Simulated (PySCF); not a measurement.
**Shapes and spin states of Cu(OH)₃**

Level of theory: PBE0 in PySCF with Cu def2-SVP, O def2-SVP, H def2-SVP; no relativity; density-fitted integrals.

Relaxations began from a few typed shapes and spin states; open shells are unrestricted. The search is not exhaustive: other isomers or separated fragments can lie lower, and high-lying points may rest on an excited occupation.

Q: Order these stationary points by electronic energy, lowest first, in kJ/mol from the lowest minimum.
A. triplet C3h: Cu–O 1.811 Å (×3), O–H 0.967 Å (×3); Cu–O–H 115.4° (×3), O–Cu–O 120.0° (×3)
B. singlet C1: Cu–O 1.744 Å, Cu–O 1.761 Å, Cu–O 1.781 Å, O–H 0.965 Å (×2), O–H 0.971 Å; Cu–O–H 100.7°, Cu–O–H 112.5°, Cu–O–H 115.1°, O–Cu–O 97.1°, O–Cu–O 98.0°

A: B (0.0), A (66.8).

Q: Which of them are minima?

A: By energy in kJ/mol, 0.0: minimum; 66.8: saddle point, 3 imaginary modes.
